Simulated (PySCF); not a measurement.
## Electron correlation in P²⁺ (phosphorus, charge +2)

[Ne] 3s2 3p1, 2P determinant. Computed with PySCF 2.14 in cc-pV(D+d)Z (4s3p2d, 23 functions), with no relativity, point nucleus. Frozen: [Ne]; 3 electrons correlated.

MP2 pair energies summed by pair of shells (mhartree):

| pair | energy | share (%) |
| --- | --- | --- |
| 3s-3s | -22.44 | 57.7 |
| 3s-3p | -16.44 | 42.3 |

Total MP2 correlation energy: -38.88 mhartree.

Same-spin part -2.35 and opposite-spin part -36.53 mhartree; SCS-MP2 scales them by 1/3 and 6/5 to -44.62 mhartree.

| level | correlation energy (mhartree) |
| --- | --- |
| CCSD | -59.36 |
| (T) | -0.64 |
| CCSD(T) | -60.00 |

Diagnostics: T1 = 0.011, D1 = 0.0254, largest double amplitude 0.110.

Task: Is a single reference adequate?

Result: Mostly. T1 lies below 0.03, but a double amplitude of this size points to a near-degeneracy that CCSD handles and MP2 describes poorly.
